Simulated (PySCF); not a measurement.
## C3H5Ga: core ionisation energies

C₃H₅Ga.
Bonds: C1–C2 (triple), C2–Ga3, Ga3–C4. Hydrogens: H5 on C1; H6 on Ga3; H7, H8, H9 on C4.

Theory: delta-SCF UKS SCAN, pcX-2 on the ionised atom, pcseg-1 elsewhere, spin-free X2C (PySCF). Each binding energy is the total energy of the core-ionised species, with the hole localised on one atom, minus that of the ground state; both are solved self-consistently, so orbital relaxation is included.

**Question.** List the computed XPS lines with their assignment.

**Answer.** 
| atom(s) | environment | level | binding energy (eV) | above the level's lowest (eV) | count |
| --- | --- | --- | --- | --- | --- |
| C1 | terminal alkyne carbon | C 1s | 290.21 | +0.29 | 1 |
| C4 | methyl carbon | C 1s | 290.09 | +0.17 | 1 |
| C2 | alkyne carbon | C 1s | 289.92 | 0.00 | 1 |

The listed C 1s values span 0.29 eV, from C2 (bonded to C (triple bond) and Ga) to C1 (bonded to C (triple bond) and H). Summing the Pauling electronegativity differences to the bonded atoms, each weighted by its formal bond order, gives -0.74 for the lowest site and -0.35 for the highest; no listed site has a larger sum than the highest. The smallest sum, -1.79, belongs to C4, 0.17 eV above the lowest.

**Question.** Which photon energy gives electrons from C 1s of C2 a kinetic energy of 50 eV, and what is their de Broglie wavelength?

**Answer.** hν = 289.92 + 50 = 339.92 eV, recoil neglected; λ = 12.264 Å/√(E/eV) = 1.73 Å.

The unrestricted hole states depart most from a pure doublet (⟨S²⟩ = 0.75; over 0.85 named) for C 1s of C1 (0.86) and C 1s of C2 (0.87), which makes these values less certain. No level of gallium is listed. Geometry: PBE0-D3(BJ)/def2-SVP; no solvent, vibrations or thermal averaging.

On one thread, Arm Neoverse V1, shared host, this took 12 s wall.
